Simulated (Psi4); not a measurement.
A dimer, H2 ··· Na+ (SMILES [H][H] and [Na+]) (charge +1); the first 2 atoms form monomer A.

```
3

H      0.3719     0.0000     0.0000
H     -0.3719     0.0000     0.0000
Na     2.7630     0.0003     0.0007
```

What interaction energy does SAPT0/jun-cc-pVDZ, all electrons correlated in Psi4 1.11 give, and which attractive term is the largest?

Total -0.10 kcal/mol: electrostatics 1.91, exchange 0.74, induction -2.73, dispersion -0.02. The most attractive term is induction.
